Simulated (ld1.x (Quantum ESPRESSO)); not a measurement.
Transferability test, TM semilocal potential for tellurium (Te)

ld1.x (Quantum ESPRESSO) 7.5 input, shortened:

```
&input
   title='Te', zed=52., rel=1, dft='PBESOL', iswitch=3,
   config='[Kr] 4d10 5s2 5p2'
 /
 &inputp
   pseudotype=1, tm=.true., lloc=1,
   nlcc=.false.
 /
3
5S  1  0   2.00   0.00  1.70  1.70  0.0
4D  3  2  10.00   0.00  0.95  0.95  0.0
5P  2  1   2.00   0.00  1.85  1.85  0.0
 &test
   configts(1)='4d10 5s2 5p2'
 /
```

Energies are relative to the spin-unpolarised reference configuration 4d10 5s2 5p2; without spin polarisation the order of configurations can differ from experiment.

Task: Give the all-electron excitation energy and the error of the potential for: 4d10 5s2 5p4; 4d10 5s2 5p3; 4d10 5s2 5p1; 4d10 5s1 5p5; 4d9 5s2 5p4; 4d10 5s2 5p3.5; 4d10 5s1 5p4.

Result:

```json
{"valence configuration": "4d10 5s2 5p4", "charge": "0", "ΔE all-electron (eV)": "-27.722", "error AE − PS (meV)": "+18"}
{"valence configuration": "4d10 5s2 5p3", "charge": "+1", "ΔE all-electron (eV)": "-17.969", "error AE − PS (meV)": "+8.2"}
{"valence configuration": "4d10 5s2 5p1", "charge": "+3", "ΔE all-electron (eV)": "26.956", "error AE − PS (meV)": "-2.8"}
{"valence configuration": "4d10 5s1 5p5", "charge": "0", "ΔE all-electron (eV)": "-18.436", "error AE − PS (meV)": "+8.1"}
{"valence configuration": "4d9 5s2 5p4", "charge": "+1", "ΔE all-electron (eV)": "21.473", "error AE − PS (meV)": "-351"}
{"valence configuration": "4d10 5s2 5p3.5", "charge": "+0.5", "ΔE all-electron (eV)": "-23.815", "error AE − PS (meV)": "+13"}
{"valence configuration": "4d10 5s1 5p4", "charge": "+1", "ΔE all-electron (eV)": "-8.096", "error AE − PS (meV)": "+1.6"}
```

Levels in the configuration 4d10 5s2 5p4:

```tsv
level	all-electron (eV)	pseudo (eV)
4d	-41.588	-41.749
5s	-15.152	-15.168
5p	-5.968	-5.976
```

ld1.x printed “convergence not achieved” for 7 of the counted tests; their residual had stalled under 1e-8, short of the target of 1e-14.
